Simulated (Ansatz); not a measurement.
A nudged elastic band was laid between two geometries of CH9NSeSi2 (14 atoms, charge 0, multiplicity 1).

Theory: RKS PBE0-D4/def2-SVP in Ansatz 0.2.0.

```yaml
movable_images: 5
climbing_image: yes
spring: 5.0 eV/Å²
optimiser: quadratic models (default)
start_path: IDPP
force_threshold: 0.05 eV/Å
iteration_limit: 60
end_points: relaxed
```

Initial state:

```xyz
14
Properties=species:S:1:pos:R:3
N -0.485 2.006 1.126
C -1.361 1.010 0.596
Se -1.125 -0.715 1.548
Si -0.213 -1.861 -0.200
Si 1.721 -0.730 -0.894
H 0.484 1.834 0.871
H -0.744 2.935 0.799
H -2.406 1.299 0.780
H -1.271 0.786 -0.486
H -1.170 -2.010 -1.342
H 0.126 -3.220 0.322
H 1.382 0.714 -1.114
H 2.753 -0.805 0.186
H 2.297 -1.273 -2.165
```

Final state:

```xyz
14
Properties=species:S:1:pos:R:3
N -0.770 0.741 -1.034
C -1.478 1.069 0.173
Se -1.786 -0.559 1.249
Si 0.081 -1.631 0.456
Si 1.908 -0.177 0.269
H -1.361 0.246 -1.699
H -0.388 1.567 -1.490
H -0.863 1.754 0.775
H -2.475 1.525 0.042
H -0.168 -2.300 -0.860
H 0.305 -2.718 1.461
H 1.570 1.178 0.806
H 3.091 -0.676 1.044
H 2.322 -0.048 -1.162
```

Q: What changes between the two ends?

A: No bond is made or broken. The dihedral N1–C2–Se3–Si4 goes from -112 to 29°.

Q: What energy profile does the band end with?

A: It converged. The highest image is number 1 of 0 to 6, 0.010 eV above the first end and 0.216 eV above the last; the last end lies 0.206 eV below the first. Beside the main top the profile has a ripple of under 15 meV (maxima at images 1, 5), which may be a very shallow well or noise. A vibrational analysis at the climbing image gives one clearly imaginary mode, 89i cm⁻¹: a first-order saddle point.

```
image  path coordinate (Å)  energy (eV)  dihedral N1–C2–Se3–Si4 (°)
    0                 0.00        0.000                        -112
    1                 1.02        0.010                         -93
    2                 3.33       -0.207                         -58
    3                 5.65       -0.161                         -43
    4                 7.97       -0.142                         -41
    5                10.29       -0.134                         -20
    6                12.61       -0.206                          29
```

Q: What is the geometry of the highest image?

A: 
```xyz
14
Properties=species:S:1:pos:R:3
N -0.404 1.953 0.804
C -1.465 1.050 0.523
Se -1.303 -0.695 1.488
Si -0.194 -1.836 -0.138
Si 1.834 -0.778 -0.665
H 0.393 1.842 0.184
H -0.706 2.922 0.795
H -2.414 1.452 0.905
H -1.625 0.789 -0.539
H -1.016 -1.966 -1.385
H 0.063 -3.201 0.412
H 1.542 0.595 -1.194
H 2.681 -0.640 0.558
H 2.600 -1.515 -1.719
```

The band took 48 iterations and roughly 70 core-minutes.

Time of the run: 37 min on 2 threads of Arm Neoverse N1 (shared host), peak memory 0.41 GiB.
